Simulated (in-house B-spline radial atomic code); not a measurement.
Settings and results of a run for the ruthenium ion Ru³¹⁺. Level of theory: Dirac-Kohn-Sham BHandHLYP, spherical fractional occupations, Fermi nucleus of rms radius 4.4809 fm; calculated with an all-electron radial atomic-structure program (B-spline basis).

Command:
```bash
python run_scf.py task.json out
```
Settings (nuclear radius in fm, mass in u):
```
Z                44
configuration    [Ne] 3s2 3p1
hamiltonian      dirac
method           bhandhlyp
spin_polarised   False
nucleus          fermi
rms_radius       4.4809
atomic_mass      101.90434
speed_of_light   137.035999084
```

Output (hartree, bohr):
```
 radial grid: 58 intervals, B-splines of order 8, outer radius 2.1767 bohr

 iter        energy (Eh)    residual
    1       -3768.006500    5.57e+00
    2       -3793.742690    4.15e-01
    3       -3793.886462    1.91e-01
    4       -3793.916908    8.77e-02
    5       -3793.924995    7.22e-03
    6       -3793.925051    7.12e-06
    7       -3793.925051    1.33e-07

 total energy                     -3793.92505
 kinetic                            3972.6025
 electron-nucleus                  -8238.7680
 Hartree                             552.9553
 exact exchange                      -39.6752
 exchange-correlation                -41.0397

 first-order corrections (not in the total)
   Gaunt                             2.7638
   retardation                      -0.2475
   frequency dependence             -0.0190
   self-energy                       2.1397
   Uehling                          -0.2536
   Wichmann-Kroll                    0.0042
   recoil                            0.0159

 orbital      occ     eigenvalue          <r>       <r^2>       <1/r>       r_max    small
 1s1/2      2.000      -873.6263    0.0334134  0.00150735     45.8941     0.02171  2.59e-02
 2s1/2      2.000      -176.8505     0.142748   0.0239982     10.6859       0.122  5.54e-03
 2p1/2      2.000      -168.3355     0.121436   0.0180152     10.6112     0.09471  5.49e-03
 2p3/2      4.000      -163.3526     0.125939   0.0192468     10.0638     0.09858  5.31e-03
 3s1/2      2.000       -68.6807     0.350531    0.139712     4.25753      0.3315  2.02e-03
 3p1/2      0.333       -64.9469     0.336318     0.13045     4.18504      0.3149  1.97e-03
 3p3/2      0.667       -63.7516     0.343127    0.135609     4.04805      0.3219  1.93e-03
```

Run time, properties included: 0.48 s on 1 thread of Arm Neoverse V1, on a shared host.

For the Dirac Hamiltonian the kinetic term is c α·p + (β - 1)c².

Caution: exact exchange at fractional occupations of open shells leaves self-interaction of up to several eV.
